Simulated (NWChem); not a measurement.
System: borohydride (BH$_{4}$ anion); SMILES [BH4-]

The following NWChem deck was run.

```
start job
memory heap 200 mb stack 900 mb global 1100 mb
charge -1
geometry units angstroms noautosym nocenter noautoz
  B      0.000129    -0.000163     0.000108
  H     -0.811695    -0.819433    -0.472257
  H      0.155382    -0.224274     1.215909
  H     -0.437253     1.156152    -0.156201
  H      1.093453    -0.112350    -0.587390
end
basis spherical
  B library 6-31+g*
  H library 6-31+g*
end
dft
  xc slater vwn_5
  iterations 150
end
property
  response 1 0.0
end
task dft property
```

Parts of the log:

```
             Northwest Computational Chemistry Package (NWChem) 7.3.0
             --------------------------------------------------------

                             Geometry "geometry" -> ""
                             -------------------------

 Output coordinates in angstroms (scale by  1.889725989 to convert to a.u.)

  No.       Tag          Charge          X              Y              Z
 ---- ---------------- ---------- -------------- -------------- --------------
    1 B                    5.0000     0.00012900    -0.00016300     0.00010800
    2 H                    1.0000    -0.81169500    -0.81943300    -0.47225700
    3 H                    1.0000     0.15538200    -0.22427400     1.21590900
    4 H                    1.0000    -0.43725300     1.15615200    -0.15620100
    5 H                    1.0000     1.09345300    -0.11235000    -0.58739000

 Effective nuclear repulsion energy (a.u.)      10.0530718872

                              NWChem Property Module
                              ----------------------

                                 NWChem DFT Module
                                 -----------------

 Summary of "ao basis" -> "ao basis" (spherical)
 ------------------------------------------------------------------------------
       Tag                 Description            Shells   Functions and Types
 ---------------- ------------------------------  ------  ---------------------
 B                          6-31+g*                  8       18   4s3p1d
 H                          6-31+g*                  2        2   2s

            General Information
            -------------------
          SCF calculation type: DFT
          Wavefunction type:  closed shell.
          No. of atoms     :     5
          No. of electrons :    10
           Alpha electrons :     5
            Beta electrons :     5
          Charge           :    -1
          Spin multiplicity:     1
          Use of symmetry is: off; symmetry adaption is: off
          Maximum number of iterations: 150
          AO basis - number of functions:    26
                     number of shells:    16
          Convergence on energy requested:  1.00D-06
          Convergence on density requested:  1.00D-05
          Convergence on gradient requested:  5.00D-04

              XC Information
              --------------
                        Slater Exchange Functional  1.000 local
                      VWN V Correlation Functional  1.000 local

             Grid Information
             ----------------
          Grid used for XC integration:  medium
          Radial quadrature: Mura-Knowles
          Angular quadrature: Lebedev.
          Tag              B.-S. Rad. Rad. Pts. Rad. Cut. Ang. Pts.
          ---              ---------- --------- --------- ---------
          B                   0.85       49          10.0       434
          H                   0.35       45           7.0       434
          Grid pruning is: on
          Number of quadrature shells:   229
          Spatial weights used:  Erf1

      Superposition of Atomic Density Guess
      -------------------------------------

 Sum of atomic energies:         -26.52282832

 Renormalizing density from       9.00 to     10

      Non-variational initial energy
      ------------------------------

 Total energy =     -28.798059
 1-e energy   =     -59.888662
 2-e energy   =      21.037532
 HOMO         =      -0.042423
 LUMO         =       0.254272

   convergence    iter        energy       DeltaE   RMS-Dens  Diis-err
 ---------------- ----- ----------------- --------- --------- ---------
 d= 0,ls=0.0,diis     1    -26.8401090160 -3.69D+01  3.93D-02  3.39D-01
 d= 0,ls=0.0,diis     2    -26.7835206214  5.66D-02  2.26D-02  7.48D-01
 d= 0,ls=0.0,diis     3    -26.9111089944 -1.28D-01  3.99D-04  3.12D-04
 d= 0,ls=0.0,diis     4    -26.9111594569 -5.05D-05  2.01D-05  7.15D-07
 d= 0,ls=0.0,diis     5    -26.9111600265 -5.70D-07  1.77D-06  2.44D-09

         Total DFT energy =      -26.911160026513
      One electron energy =      -57.476825233583
           Coulomb energy =       25.831603174583
    Exchange-Corr. energy =       -5.319009854676
 Nuclear repulsion energy =       10.053071887165

 Numeric. integr. density =       10.000000548887

                       DFT Final Molecular Orbital Analysis
                       ------------------------------------

 Vector    3  Occ=2.000000D+00  E=-2.711797D-02
              MO Center=  1.8D-01, -5.9D-02,  6.9D-02, r^2= 2.2D+00
   Bfn.  Coefficient  Atom+Function         Bfn.  Coefficient  Atom+Function
  ----- ------------  ---------------      ----- ------------  ---------------
    26     -0.243193  5 H  s                  5      0.238359  1 B  pz
    22      0.232134  3 H  s                 25     -0.195712  5 H  s
     4     -0.189962  1 B  py                21      0.186820  3 H  s
     3     -0.182770  1 B  px                20      0.146142  2 H  s
    24     -0.135096  4 H  s                 19      0.117603  2 H  s

 Vector    4  Occ=2.000000D+00  E=-2.699556D-02
              MO Center= -2.2D-01, -6.7D-02, -4.4D-02, r^2= 2.2D+00
   Bfn.  Coefficient  Atom+Function         Bfn.  Coefficient  Atom+Function
  ----- ------------  ---------------      ----- ------------  ---------------
     4      0.269600  1 B  py                20     -0.264826  2 H  s
     5      0.230600  1 B  pz                19     -0.213013  2 H  s
    24      0.203810  4 H  s                 22      0.170496  3 H  s
    23      0.163957  4 H  s                 21      0.137161  3 H  s
    26     -0.109627  5 H  s                 12      0.107888  1 B  py

 Vector    5  Occ=2.000000D+00  E=-2.688220D-02
              MO Center=  3.7D-02,  1.3D-01, -2.5D-02, r^2= 2.2D+00
   Bfn.  Coefficient  Atom+Function         Bfn.  Coefficient  Atom+Function
  ----- ------------  ---------------      ----- ------------  ---------------
     3      0.304038  1 B  px                24     -0.234060  4 H  s
    26      0.208344  5 H  s                 23     -0.188214  4 H  s
    22      0.177710  3 H  s                 25      0.167515  5 H  s
    20     -0.151985  2 H  s                 21      0.142891  3 H  s
     4     -0.132354  1 B  py                 5      0.127728  1 B  pz

 Vector    6  Occ=0.000000D+00  E= 1.684208D-01
              MO Center=  3.6D-05,  9.9D-04,  1.2D-03, r^2= 1.0D+01
   Bfn.  Coefficient  Atom+Function         Bfn.  Coefficient  Atom+Function
  ----- ------------  ---------------      ----- ------------  ---------------
    10      1.478574  1 B  s                  6     -0.670349  1 B  s
    20     -0.120432  2 H  s                 22     -0.120564  3 H  s
    24     -0.120609  4 H  s                 26     -0.120450  5 H  s
     1      0.094306  1 B  s                  2     -0.056136  1 B  s

 Vector    7  Occ=0.000000D+00  E= 1.820056D-01
              MO Center= -3.3D-02,  6.5D-03, -2.7D-02, r^2= 1.3D+01
   Bfn.  Coefficient  Atom+Function         Bfn.  Coefficient  Atom+Function
  ----- ------------  ---------------      ----- ------------  ---------------
    13      0.889400  1 B  pz                12     -0.541280  1 B  py
    11     -0.496066  1 B  px                 9     -0.191793  1 B  pz
    22     -0.181041  3 H  s                 26      0.161435  5 H  s
     8      0.116735  1 B  py                 7      0.106982  1 B  px
     5     -0.100456  1 B  pz                24      0.088113  4 H  s

 Vector    8  Occ=0.000000D+00  E= 1.820129D-01
              MO Center=  4.0D-02, -3.8D-03,  1.6D-02, r^2= 1.3D+01
   Bfn.  Coefficient  Atom+Function         Bfn.  Coefficient  Atom+Function
  ----- ------------  ---------------      ----- ------------  ---------------
    12      0.974589  1 B  py                13      0.615335  1 B  pz
     8     -0.210181  1 B  py                20      0.180625  2 H  s
    24     -0.163061  4 H  s                  9     -0.132693  1 B  pz
     4     -0.110058  1 B  py                22     -0.086216  3 H  s
     5     -0.069483  1 B  pz                26      0.068938  5 H  s

     Multipole analysis of the density
     ---------------------------------

     L   x y z        total         alpha         beta         nuclear
     -   - - -        -----         -----         ----         -------
     0   0 0 0     -1.000000     -5.000000     -5.000000      9.000000

     1   1 0 0     -0.000083     -0.000544     -0.000544      0.001005
     1   0 1 0      0.000346      0.000853      0.000853     -0.001361
     1   0 0 1      0.000121     -0.000507     -0.000507      0.001136

     2   2 0 0    -12.457376     -9.924422     -9.924422      7.391468
     2   1 1 0      0.000943     -0.002923     -0.002923      0.006789
     2   1 0 1     -0.001274      0.002443      0.002443     -0.006160
     2   0 2 0    -12.456070     -9.926014     -9.926014      7.395958
     2   0 1 1     -0.000682      0.000217      0.000217     -0.001117
     2   0 0 2    -12.455244     -9.925258     -9.925258      7.395271

 *** CALLING NEW AORESP DRIVER FOR CLOSED AND OPEN SHELLS ***
 Entering AOResponse driver routine

--------------------------------------------------------------------------------

          -----------------------------------------------
          Solving response equations for perturbing field
          -----------------------------------------------

[...]

 DFT Linear Response polarizability / au
 Frequency  =       0.0000000 / au
              X              Y              Z
 -----------------------------------------------
 X      30.7295136     -0.0012937      0.0033207
 Y      -0.0012937     30.7271251      0.0029215
 Z       0.0033207      0.0029215     30.7196701
 -----------------------------------------------
 Eigenvalues =      30.7305851     30.7281265     30.7175973
 Isotropic   =      30.7254363
 Anisotropic =       0.0119497
 -----------------------------------------------

 Magnetic Dipole Response Matrix (nonzero elements):

 Exiting AOResponse driver routine
```

Level: LDA (Slater exchange, VWN5)/6-31+G* (spherical d). Coordinates come from a B3LYP/def2-SVPD optimisation.
